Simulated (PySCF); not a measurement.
**Correlation energy of Fe³⁺ (iron, charge +3)**

[Ar] 3d5, high-spin 6S determinant. All numbers are calculated (PySCF 2.14, no relativity, point nucleus, in dyall-av2z (16s12p7d2f, 101 functions)). Frozen: [Ar]; 5 electrons correlated; the 25 highest virtual orbitals of each spin left out.

```csv
level,correlation energy (mhartree)
CCSD,-61.40
(T),-0.30
CCSD(T),-61.70
```

Diagnostics: T1 = 0.0026, D1 = 0.0036, largest double amplitude 0.011.

Q: Is a single reference adequate?

A: Yes: T1 lies below 0.03 and no double amplitude reaches 0.07.
